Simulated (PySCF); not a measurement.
Isomers of C5H11F2NSi, mass 151.063 u with the commonest isotopes. Level of theory: PBE0/pcSseg-1 in PySCF (dipole) on a GFN2-xTB geometry, gas phase. One conformer each, none proved a minimum here; rigid rotors.

Problem. Order these by radius of gyration √(Σ m r²/M), largest first.
A. `[F:1][CH:2]([F:3])/[CH:4]=[CH:5]/[CH2:6][CH2:7][NH:8][SiH3:9]` with F1–C2–C4–C5 128°, C4–C5–C6–C7 119°, C5–C6–C7–N8 -178°, C6–C7–N8–Si9 84°
B. `[CH3:1][N:2]([CH3:3])[Si@@H:4]([F:5])[CH2:6]/[CH:7]=[CH:8]\[F:9]` with C1–N2–Si4–F5 -164°, N2–Si4–C6–C7 -50°, Si4–C6–C7–C8 109°
C. `[CH2:1]=[CH:2][N:3]([SiH3:4])[C@@H:5]([CH3:6])[CH:7]([F:8])[F:9]` with C1–C2–N3–Si4 4°, C2–N3–C5–C6 -59°, N3–C5–C7–F8 178°
D. `[CH3:1]/[C:2](=[CH:3]\[CH2:4][NH:5][SiH3:6])[CH:7]([F:8])[F:9]` with C2–C3–C4–N5 -136°, C3–C4–N5–Si6 -141°, C1–C2–C7–F8 -58°
E. `[CH3:1][C@@H:2]([NH:3][SiH3:4])[CH:5]1[C@H:6]([F:7])[C@H:8]1[F:9]` with C1–C2–N3–Si4 44°, C1–C2–C5–C6 88°

Solution. A (3.031 Å), D (2.880 Å), E (2.363 Å), B (2.229 Å), C (2.178 Å).

Problem. Order these by dipole moment, smallest first.
A. `[CH2:1]=[CH:2][N:3]([SiH3:4])[C@@H:5]([CH3:6])[CH:7]([F:8])[F:9]` with C1–C2–N3–Si4 4°, C2–N3–C5–C6 -59°, N3–C5–C7–F8 178°
B. `[CH3:1][C@@H:2]([NH:3][SiH3:4])[CH:5]1[C@H:6]([F:7])[C@H:8]1[F:9]` with C1–C2–N3–Si4 44°, C1–C2–C5–C6 88°
C. `[F:1][CH:2]([F:3])/[CH:4]=[CH:5]/[CH2:6][NH:7][CH2:8][SiH3:9]` with F1–C2–C4–C5 -119°, C4–C5–C6–N7 -9°, C5–C6–N7–C8 175°, C6–N7–C8–Si9 61°
D. `[CH3:1][N:2]([CH3:3])[Si@@H:4]([F:5])[CH2:6]/[CH:7]=[CH:8]\[F:9]` with C1–N2–Si4–F5 -164°, N2–Si4–C6–C7 -50°, Si4–C6–C7–C8 109°
E. `[F:1][CH:2]([F:3])/[CH:4]=[CH:5]/[CH2:6][CH2:7][NH:8][SiH3:9]` with F1–C2–C4–C5 128°, C4–C5–C6–C7 119°, C5–C6–C7–N8 -178°, C6–C7–N8–Si9 84°
F. `[CH3:1]/[C:2](=[CH:3]\[CH2:4][NH:5][SiH3:6])[CH:7]([F:8])[F:9]` with C2–C3–C4–N5 -136°, C3–C4–N5–Si6 -141°, C1–C2–C7–F8 -58°

Solution. B (0.46 D), D (0.87 D), A (1.64 D), F (1.94 D), E (2.71 D), C (3.23 D).

Problem. Order these by out-of-plane moment Σ m c² = (Ia + Ib − Ic)/2, largest first.
A. `[CH3:1][N:2]([CH3:3])[Si@@H:4]([F:5])[CH2:6]/[CH:7]=[CH:8]\[F:9]` with C1–N2–Si4–F5 -164°, N2–Si4–C6–C7 -50°, Si4–C6–C7–C8 109°
B. `[CH2:1]=[CH:2][N:3]([SiH3:4])[C@@H:5]([CH3:6])[CH:7]([F:8])[F:9]` with C1–C2–N3–Si4 4°, C2–N3–C5–C6 -59°, N3–C5–C7–F8 178°
C. `[CH3:1]/[C:2](=[CH:3]\[CH2:4][NH:5][SiH3:6])[CH:7]([F:8])[F:9]` with C2–C3–C4–N5 -136°, C3–C4–N5–Si6 -141°, C1–C2–C7–F8 -58°
D. `[CH3:1][C@@H:2]([NH:3][SiH3:4])[CH:5]1[C@H:6]([F:7])[C@H:8]1[F:9]` with C1–C2–N3–Si4 44°, C1–C2–C5–C6 88°
E. `[F:1][CH:2]([F:3])/[CH:4]=[CH:5]/[CH2:6][CH2:7][NH:8][SiH3:9]` with F1–C2–C4–C5 128°, C4–C5–C6–C7 119°, C5–C6–C7–N8 -178°, C6–C7–N8–Si9 84°
F. `[F:1][CH:2]([F:3])/[CH:4]=[CH:5]/[CH2:6][NH:7][CH2:8][SiH3:9]` with F1–C2–C4–C5 -119°, C4–C5–C6–N7 -9°, C5–C6–N7–C8 175°, C6–N7–C8–Si9 61°

Solution. B (113.16 u·Å²), D (71.76 u·Å²), A (58.68 u·Å²), C (56.54 u·Å²), F (54.85 u·Å²), E (39.32 u·Å²).

| SMILES | point group | Ia (u·Å²) | Ib (u·Å²) | Ic (u·Å²) | κ | μa (D) | μb (D) | μc (D) |
| --- | --- | --- | --- | --- | --- | --- | --- | --- |
| FC(F)/C=C/CCN[SiH3] | C1 | 147.25 | 1279.67 | 1348.28 | -0.99 | 1.24 | 1.16 | 2.12 |
| C=CN([SiH3])[C@@H](C)C(F)F | C1 | 273.18 | 556.73 | 603.58 | -0.86 | 0.41 | 1.31 | 0.90 |
| CN(C)[Si@@H](F)C/C=C\F | C1 | 277.25 | 531.94 | 691.83 | -0.60 | 0.08 | 0.87 | 0.03 |
| C/C(=C\CN[SiH3])C(F)F | C1 | 137.41 | 1172.49 | 1196.82 | -0.99 | 1.85 | 0.50 | 0.28 |
| FC(F)/C=C/CNC[SiH3] | C1 | 123.87 | 1312.63 | 1326.79 | -1.00 | 2.80 | 0.14 | 1.60 |
| C[C@@H](N[SiH3])C1[C@H](F)[C@H]1F | C1 | 240.56 | 674.85 | 771.89 | -0.87 | 0.39 | 0.16 | 0.18 |
